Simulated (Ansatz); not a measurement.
Isolated molecules relaxed with PBE0-D4/def2-TZVP in Ansatz; ΔE leaves out vibrations. CCSD(T)/CBS is the MP2 limit (def2-TZVPP, def2-QZVPP) plus CCSD(T) − MP2 in def2-TZVPP, frozen cores. This one scheme is used for every species. Functionals use def2-TZVPP. def2 core potentials past Kr. For W outer-core shells are correlated without core-valence functions, which leaves a few kJ/mol of doubt a bond. Each species was taken in one conformer, which may not be the lowest.

`C[N]=[W](=[O])([OH])[F]` + HCl → `C[N]=[W](=[O])([OH])[Cl]` + H–F  (ligand exchange at a W–F bond)

CCSD(T)/CBS gives -15.0 kJ/mol.

Another level gave -6.9 kJ/mol. Which?
A. CAM-B3LYP/def2-TZVPP
B. CCSD(T)/def2-TZVPP
C. r2SCAN0-D4/def2-TZVPP
D. B97M-V/def2-TZVPP

C. r2SCAN0-D4 -6.9, B97M-V 2.0, CAM-B3LYP 8.4, CCSD(T)/def2-TZVPP -11.1 kJ/mol.

Largest T1 diagnostic among the species: 0.020, so the coupled-cluster value is less sure than usual.

At CCSD(T), def2-SVP lies +17.1 kJ/mol from the extrapolated value and def2-TZVPP +3.9 kJ/mol. In def2-TZVPP, CCSD(T) changes the Hartree–Fock value by −14.2 kJ/mol (the triples alone add −3.9 kJ/mol) and MP2 by −31.4 kJ/mol.

CCSD(T)/CBS has its own doubt, a few kJ/mol and more with outer-core shells, so smaller differences from it don't rank the levels.
